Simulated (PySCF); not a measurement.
## Calculated data, C₂H₆BO

All values are calculated (PySCF 2.14.0). Calculation on a computer-drawn molecule: the log of a Hartree-Fock and frozen-core CCSD(T) single point meant for a local Hartree-Fock minimum, with one planted fault or none, to be diagnosed. Offsets are logged minus clean, where the clean run is the same molecule without the fault. The reference is restricted for singlets and unrestricted otherwise, and also for a bond in bohr or an excited solution. Adding or removing an electron swaps singlet and doublet. The excited solution moves the top pair (singlet) or top alpha electron (doublet) to the lowest empty orbital. Highest occupied and lowest empty are orbital energies over both spins, largest force is the largest gradient component, triples share is (T) over the correlation energy, the T1 limit is 0.02 restricted and 0.045 unrestricted, electrons count all cores, a negative frequency is imaginary (commonest isotopes), and the dipole is about the centre of nuclear charge.

```yaml
- formula: C2H6BO
  logged_structure:
    atoms_angstrom:
      - [B, -1.0045, 0.229, 1.9654]
      - [C, -2.4642, 0.2107, 1.381]
      - [C, -2.7183, 1.2617, 0.2978]
      - [O, -3.4095, 0.3127, 2.4271]
      - [H, -0.6685, 0.1568, 3.1101]
      - [H, -2.5375, -0.7852, 0.9072]
      - [H, -2.0108, 1.1583, -0.5265]
      - [H, -3.7287, 1.1567, -0.1091]
      - [H, -2.6298, 2.2702, 0.7078]
      - [H, -4.2808, 0.2224, 2.0689]
  given:
    meant_charge: 0
    meant_multiplicity: 2
    meant_basis: cc-pVDZ
    logged_electrons: 32
    logged_basis_functions: 86
    logged_SCF_converged: "yes"
    logged_spin_squared: 0.0
    "logged_highest_occupied [eV]": 0.82332
    "logged_lowest_empty [eV]": 8.617
    "logged_largest_force [hartree/bohr]": 0.048898
    logged_T1_diagnostic: 0.011347
    logged_D1_diagnostic: 0.037701
    logged_triples_share: 0.027667
    logged_CC_converged: "yes"
    "logged_dipole_magnitude [debye]": 8.5009
    logged_SCF_stable_within_its_kind: "yes"
    "logged_energy_HF [hartree]": -178.62141
    "logged_energy_CCSD(T) [hartree]": -179.25115
    possible_faults: "no fault, one electron removed, one electron added, multiplicity raised by two, geometry at a saddle point, SCF held on an excited solution, minimal basis STO-3G, one bond length entered in bohr, all coordinates scaled"
    drawn_bonds_atom: [1, 2, 2, 1, 2, 3, 3, 3, 4]
    drawn_bonds_other_atom: [2, 3, 4, 5, 6, 7, 8, 9, 10]
    drawn_bonds_order: [1, 1, 1, 1, 1, 1, 1, 1, 1]
  results:
    planted_fault: "one electron added"
    "HF_energy_offset_from_clean_run [kcal/mol]": 47.96
    "CCSD(T)_energy_offset_from_clean_run [kcal/mol]": 23.33
  notes: ["highest electron not bound in this basis"]
```
